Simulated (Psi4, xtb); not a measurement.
Conformational energy of C3H6OS, SMILES CS/C=C\O. Scanned: dihedral C1–S2–C3–C4; all other coordinates were relaxed at GFN2-xTB. Points at φ and −φ are mirror images. Heavy atoms are numbered in the order of the SMILES CS/C=C\O, hydrogens after them in the order of the atoms that carry them; the mirror image has the same energies with the sign of each dihedral reversed.

GFN1-xTB // GFN2-xTB (xtb); MP2/cc-pVTZ = DF-MP2 (frozen core)/cc-pVTZ // GFN2-xTB in Psi4.

Energies relative to the lowest point of each profile, in kJ/mol:

```csv
φ / °,GFN1-xTB
-165,2.4
-135,0.5
-90,0.8
-60,6.1
-45,8.6
-30,10.0
0,10.8
15,10.6
120,0.0
135,0.5
150,1.5
180,2.9
```

Problem. Estimate the MP2/cc-pVTZ values at these points.

Solution. -165: 14.1; -135: 4.8; -90: 0.2; -60: 7.1; -45: 18.2; -30: 24.8; 0: 31.0; 15: 29.4; 120: 1.5; 135: 4.8; 150: 9.5; 180: 16.1 (kJ/mol).
